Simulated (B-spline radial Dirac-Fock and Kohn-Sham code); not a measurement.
# Compton profile of In⁴⁰⁺

System: indium as In⁴⁰⁺ in the configuration [He] 2s2 2p5.

These are calculated numbers from a B-spline atomic structure program; the model is the impulse approximation on Dirac-Fock densities. pz is in atomic units of momentum; subshell profiles are per electron, for a selection of subshells; open shells are spread over both j values by their weights.

```
  pz    J total   J 1s1/2   J 2s1/2   J 2p1/2   J 2p3/2
   0     0.2964    0.0167    0.0576    0.0288    0.0299
0.85     0.2952    0.0166    0.0571    0.0288    0.0299
 1.2     0.2941    0.0166    0.0565    0.0288    0.0299
 1.7     0.2918    0.0166    0.0554    0.0288    0.0299
 2.5     0.2867    0.0165    0.0530    0.0288    0.0299
 3.6     0.2767    0.0164    0.0485    0.0287    0.0298
 5.1     0.2586    0.0161    0.0408    0.0283    0.0293
 7.3     0.2257    0.0156    0.0287    0.0268    0.0277
  10     0.1817    0.0148    0.0161    0.0237    0.0241
  15     0.1115    0.0128   0.00425    0.0156    0.0154
  21    0.06025    0.0102   0.00158   0.00765   0.00716
  30    0.02650   0.00669   0.00143   0.00225   0.00195
  43   0.009925   0.00330  0.000781  0.000416  0.000323
  62   0.002966   0.00114  0.000235  5.35e-05  3.56e-05
  88  0.0007518  0.000311  5.37e-05  6.45e-06  3.46e-06
```

J(0) = 0.2964. The 2s1/2 subshell gives the largest part, 39 %.

Mean momentum ⟨p⟩ by subshell (a.u.): 1s1/2 44.8, 2s1/2 16.3, 2p1/2 21.7, 2p3/2 20.8.
